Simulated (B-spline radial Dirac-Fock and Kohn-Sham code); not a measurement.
**Photoionisation of chromium ions at Mg Kα (1253.6 eV)**

Method: the independent-particle Dirac-Slater model, thresholds from Dirac-Fock. Computed with a radial B-spline solver. Cross sections in kb; a dash marks an empty subshell or a threshold above the photon energy.

| ion | configuration | total | 2p1/2 | 2p3/2 | 3p1/2 | 3p3/2 | 3d5/2 |
| --- | --- | --- | --- | --- | --- | --- | --- |
| Cr⁺ | [Ar] 3d5 | 371.0 | 87.6 | 170 | 8.51 | 16.5 | 1.01 |
| Cr⁴⁺ | [Ar] 3d2 | 375.3 | 87.8 | 171 | 9.48 | 18.4 | 0.619 |
| Cr⁶⁺ | [Ne] 3s2 3p6 | 380.1 | 88.2 | 171 | 10.6 | 20.7 | – |
| Cr¹⁰⁺ | [Ne] 3s2 3p2 | 369.8 | 89.5 | 174 | 4.29 | 8.38 | – |
